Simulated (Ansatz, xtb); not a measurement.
## Isomers of C6H7FSi in order of energy

3 gas-phase structures of C6H7FSi, from a drawn sample of its isomers (lower ones may exist). Each was relaxed with GFN2-xTB:

A. `Fc1ccccc1[SiH3]`, a singlet
B. `Fc1ccc([SiH3])cc1`, a singlet
C. `Fc1cccc([SiH3])c1`, a singlet

Question: Which do you expect lowest at r2SCAN-D4/def2-SVP//GFN2-xTB, and how would the others follow?

Answer: Calculated order at r2SCAN-D4/def2-SVP//GFN2-xTB: A (0.0), B (2.5), C (2.7) kcal/mol. Less than 1 kcal/mol parts B and C, so the order within that pair means little.

Energies above the lowest of each column, in kcal/mol; the last columns are at r2SCAN-D4/def2-SVP geometries:

```
structure  GFN2-xTB  HF/STO-3G  r2SCAN-D4/def2-SVP//GFN2-xTB  r2SCAN-D4/def2-SVP  CCSD(T)/def2-SVP + ΔMP2/def2-TZVPP
        A       0.0        0.0                           0.0                 0.0                                 0.0
        B       1.5        1.6                           2.5                 2.4                                 1.7
        C       1.5        1.5                           2.7                 2.6                                 1.9
```

Every level run on A puts it lowest or level with the lowest. B keeps a small imaginary mode. C keeps a small imaginary mode. ΔMP2 is the change of the MP2 energy from the smaller to the larger basis.

Programs: Ansatz 0.2.0, xtb 6.7.1.
